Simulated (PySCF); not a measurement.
Computed shifts of a molecule C3H9ClSi2, PBE0/pcSseg-1 (PySCF), GIAO, gas phase, atoms alike by connectivity averaged where their shifts nearly agree, in ppm (number of nuclei): ¹³C: 177.8 (1), 131.7 (1), 28.8 (1). ²⁹Si: -24.1 (1), -57.0 (1). ¹H: 7.66 (1), 5.72 (1), 5.46 (1), 4.56 (3), 2.47 (3). References: ¹³C against TMS (σ = 186.3 ppm); ²⁹Si against TMS (σ = 352.7 ppm); ³⁵Cl against HCl (σ = 945.9 ppm); ¹H against TMS (σ = 31.56 ppm), references at their B3LYP-D3(BJ)/def2-TZVP geometries, non-relativistic (without spin–orbit terms, shifts of atoms bonded to Cl or Br come out too high). The structure is a stationary point at PBE0-D3(BJ)/def2-SVP. Other conformers were not sampled.

**Question.** Identify the compound among the candidates.
A. C/C=C(/[SiH3])[SiH2]Cl
B. [SiH3]C/C=C(\[SiH3])Cl
C. C/C=C/[Si@@H]([SiH3])Cl
D. C[SiH2]/C=C/[SiH2]Cl

**Answer.** A, C/C=C(/[SiH3])[SiH2]Cl
